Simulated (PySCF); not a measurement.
# How methods differ on the ionisation energy of Co²⁺

Co²⁺ [Ar] 3d7 (4F) → Co³⁺ [Ar] 3d6 (5D), as a difference of total energies. Computed with PySCF 2.14 in ANO-RCC-VTZP (6s5p3d2f1g, 59 functions), with scalar relativity by spin-free X2C-1e. Correlated levels: valence and next inner shell: [Ne] frozen. The calculations carry no spin-orbit coupling.

```tsv
method	ionisation energy (eV)
UHF	31.682
MP2 (valence and next inner shell)	34.005
SCS-MP2 (valence and next inner shell)	33.846
CCSD (valence and next inner shell)	33.523
CCSD(T) (valence and next inner shell)	33.585
```

A first-order spin-orbit estimate (lowest level to lowest level, LS coupling) adds 0.029 eV.

Errors of the correlated levels include the incompleteness of this basis and the frozen core.

Which method comes closest to the reference value, and which is furthest?

The reference is 33.5 ± 0.06 eV (semi-empirical (NIST evaluation); NIST Atomic Spectra Database, ionization energies). Closest: CCSD (valence and next inner shell) (error 0.052 eV); furthest: UHF (error -1.790 eV), both after the spin-orbit estimate.
